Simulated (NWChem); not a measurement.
Two isomers of C2H7InO, each optimised at PBE0/def2-SVP with NWChem. Flexible species stand in one conformer each, which need not be the lowest. One or both are not confirmed as a minimum by frequencies. def2 effective core potentials on In; no spin-orbit coupling.

A: C[O][InH][CH3]
B: [CH3][In]([CH3])[OH]

### Question
Which is lower in energy, by how much, and how do their other properties compare?

### Answer
B is lower by 14.7 kcal/mol in electronic energy.
```tsv
	A	B
highest occupied level (eV)	-6.88	-7.32
orbital gap (eV)	5.81	6.74
dipole (D)	1.90	2.28
```
